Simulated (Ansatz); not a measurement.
Computed with Ansatz on PBE0-D4/def2-TZVP structures; ΔE is electronic, products minus reactants. CCSD(T)/CBS adds triple-zeta CCSD(T) − MP2 to the extrapolated MP2 energy (def2 sets, frozen cores). This one scheme is used for every species. DFT in def2-TZVPP. def2 core potentials past Kr. For Sb outer-core shells are correlated without core-valence functions, which leaves a few kJ/mol of doubt a bond. One conformer a species, not always the lowest.

Reaction (cleavage of the Si–Sb bond): `C[SiH](Cl)[SbH2]` + H₂S → `C[SiH](S)Cl` + `[SbH3]`

```csv
level,ΔE (kJ/mol),difference from CCSD(T)/CBS
B97M-V,-42.6,-16.4
r2SCANh-D4,-32.9,-6.7
ωB97M-V,-34.0,-7.8
B2PLYP,-32.4,-6.2
PBE,-28.6,-2.4
revPBE,-28.3,-2.1
BLYP,-31.1,-4.9
LC-ωPBE,-34.1,-7.9
HF/def2-SVP,-35.2,-9.0
CCSD/def2-TZVPP,-32.1,-5.9
CCSD(T)/CBS,-26.2,0
```

Largest T1 diagnostic among the species: 0.014.

Leaving LDA and LC-ωPBE aside and taking each functional with its dispersion term where it has one, the values, not all of them listed here, spread over 16.0 kJ/mol, from B97M-V to PBE-D4. At CCSD(T), def2-SVP lies −4.4 kJ/mol from the extrapolated value and def2-TZVPP −5.4 kJ/mol. The D4 term adds +3.2 kJ/mol with B3LYP and +2.0 kJ/mol with PBE0; it sums over pairs of atoms, weighted by their polarisabilities, and B3LYP, whose exchange is more repulsive, gets the larger term.

B3LYP here is the variant with VWN-RPA as its local correlation; programs differ in this.
